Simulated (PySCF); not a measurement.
# Excitation energy of N by level of theory

N [He] 2s2 2p3 (4S) → N [He] 2s1 2p4, s spin flipped, as a difference of total energies. Computed with PySCF 2.14 in x2c-QZVPPall (7s4p3d2f1g, 57 functions), with the spin-free X2C one-electron Hamiltonian (Gaussian nucleus). Correlated levels: valence: 1s2 frozen. The calculations carry no spin-orbit coupling.

```tsv
method	excitation energy (eV)
UHF	18.612
MP2 (valence)	16.589
SCS-MP2 (valence)	16.161
```

Question: How much does correlation contribute at MP2 (valence)?

Answer: 16.589 − (18.612) = -2.023 eV, measured against UHF.

The upper determinant mixes two multiplicities, so it lies between the two terms.

The upper state lies above the first ionisation limit, where it may autoionise and the basis confines it.

The coupled-cluster amplitudes are large for the upper state (T1 above 0.03 or a double amplitude above 0.15), so a single reference is strained.
